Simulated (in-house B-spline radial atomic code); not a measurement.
Configurations of the cadmium ion Cd⁵⁺, with energies counted from [Kr] 4d7. All numbers are computed (scalar-relativistic (X2C) TPSS, spin-polarised, spherical fractional occupations; Fermi nucleus of rms radius 4.6087 fm) with an all-electron radial atomic-structure program (B-spline basis), not measured. Shells without spins written out take the highest spin.

Occupations are held fixed; configurations that lie above the ionisation limit could autoionise.

```json
{"configuration": "[Kr] 4d6 5s1", "E - E(ref) (eV)": "22.271", "highest orbital": "5s up", "its <r> (bohr)": "1.964"}
{"configuration": "[Kr] 4d6 5p1", "E - E(ref) (eV)": "33.231", "highest orbital": "5p up", "its <r> (bohr)": "2.195"}
{"configuration": "[Kr] 4d(1 up, 5 down) 5p(1 up, 0 down)", "E - E(ref) (eV)": "34.472", "highest orbital": "5p up", "its <r> (bohr)": "2.242"}
{"configuration": "[Kr] 4d(3 up, 3 down) 5f(1 up, 0 down)", "E - E(ref) (eV)": "67.307", "highest orbital": "5f up", "its <r> (bohr)": "3.956"}
{"configuration": "[Ar] 3d10 4s2 4p(3 up, 2 down) 4d(4 up, 3 down) 5s(1 up, 0 down)", "E - E(ref) (eV)": "85.762", "highest orbital": "5s up", "its <r> (bohr)": "1.965"}
{"configuration": "[Ar] 3d9 4s2 4p6 4d7 5p1", "E - E(ref) (eV)": "436.54", "highest orbital": "5p up", "its <r> (bohr)": "2.171"}
{"configuration": "[Ar] 3d9 4s2 4p6 4d7 5d1", "E - E(ref) (eV)": "451.94", "highest orbital": "5d up", "its <r> (bohr)": "2.717"}
```

**Question.** Order these further configurations by energy, lowest first.
A. [Kr] 4d(4 up, 3 down)
B. [Kr] 4d6 5f1
C. [Ar] 3d10 4s2 4p5 4d7 5p1
D. [Ar] 3d10 4s2 4p5 4d7 5s1
E. [Ar] 3d10 4s2 4p5 4d7 5d1

**Answer.** A (1.9835 eV), B (62.756 eV), D (82.186 eV), C (93.194 eV), E (108.57 eV).

**Question.** How far above the reference does [Ar] 3d10 4s2 4p5 4d7 5f1 lie?

**Answer.** 122.76 eV; its least bound orbital is 5f up with <r> = 3.896 bohr.

**Question.** How far above the reference does [Ar] 3d(4 up, 5 down) 4s2 4p6 4d(3 up, 4 down) 5s(1 up, 0 down) lie?

**Answer.** 428.65 eV; its least bound orbital is 5s up with <r> = 1.961 bohr.

**Question.** How far above the reference does [Kr] 4d6 5d1 lie?

**Answer.** 48.55 eV; its least bound orbital is 5d up with <r> = 2.757 bohr.
